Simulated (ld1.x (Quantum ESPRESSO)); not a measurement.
## What the settings do to the RRKJ potential of potassium (K)

Base potential:

K (Z = 19), norm-conserving RRKJ (Kleinman–Bylander form), made with ld1.x (Quantum ESPRESSO) 7.5 (LDA (PZ), scalar-relativistic). Core [Ne], reference 3s2 3p6 4s1 4p0. Waves: 3p (bound): rc 2.10 bohr; 3d channel at 0.05 Ry: rc 1.55 bohr; 3s (bound): rc 1.80 bohr. Local part: the s channel. Core correction: a·sin(br)/r model core inside 1.50 bohr.

Occupied shells without a wave of their own: 4s. They enter only through the test configuration that unscreens the potential, and ld1.x also counts them in the model core charge.

All-electron outer shells of the reference configuration (LDA (PZ), scalar-relativistic, ld1.x):

```
shell  level (eV)  outermost node (bohr)  outermost maximum (bohr)
   2s     -352.26                   0.11                      0.32
   2p     -280.03                      –                      0.26
   3s      -35.18                   0.48                      1.07
   3p      -18.83                   0.45                      1.15
   4s       -2.43                   1.59                      4.03
   4p       -0.84                   1.88                      5.71
```

Cutoffs, loose and tight: the cutoffs (Ry, on a coarse ladder) from which the occupation-weighted sum of valence levels, in a spherical-Bessel basis at the reference potential, stays within 10 and 1 mRy of its value at 400 Ry. They do not see the model core or the augmentation charge, which bear on the density cutoff. Test errors are all-electron minus pseudo excitation energies from the reference, over the configurations 3s2 3p6 4s0 4p0; 3s2 3p6 4s0.5 4p0; 3s2 3p6 4s0 4p1; 3s1 3p6 4s1 4p0; 3s2 3p5 4s1 4p0 (two spin-polarised tests are not counted in the largest error). A dash means not determined; rows that change the core or the reference have their own tests.

With those shells counted twice in exchange and correlation these files are broken, and their errors move erratically; no question is asked of them.

| change | outcome | cutoff, loose | cutoff, tight | bound ghosts | largest test error (meV) |
| --- | --- | --- | --- | --- | --- |
| base | generated | 25 Ry | 50 Ry | none | -444 |
| all radii but the core radius scaled by about 0.74 (s 1.34, p 1.56, d 1.16 bohr) | generated | 70 Ry | 90 Ry | none | -282 |
| all radii but the core radius scaled by about 0.88 (s 1.58, p 1.84, d 1.36 bohr) | generated | 35 Ry | 70 Ry | none | -343 |
| all radii but the core radius scaled by about 1.11 (s 2.00, p 2.34, d 1.72 bohr) | generated, misses its reference levels by 0.22 eV | 21 Ry | 35 Ry | none | -611 |
| all radii but the core radius scaled by about 1.23 (s 2.22, p 2.58, d 1.90 bohr) | generated, misses its reference levels by 0.33 eV | 18 Ry | 25 Ry | none | -787 |
| all radii but the core radius scaled by about 1.34 (s 2.42, p 2.82, d 2.08 bohr) | generated, misses its reference levels by 0.41 eV | 18 Ry | 21 Ry | none | -924 |

Reading the sweep of the scale of all radii but the core radius (base = 1) (base included, trends over the rows without a ghost): The loose cutoff falls from 70 Ry at 0.74 to 18 Ry at 1.34. A larger radius leaves more room for a smooth pseudo-wave, so fewer plane waves are needed; a smaller one forces it to follow the all-electron wave where it bends sharply. The median size of the test errors (rows with all tests solved) rises from 55.1 meV at 0.74 to 309.6 meV at 1.34. More of the atom is replaced by a form fitted at one configuration, so other configurations suffer as the radius grows.
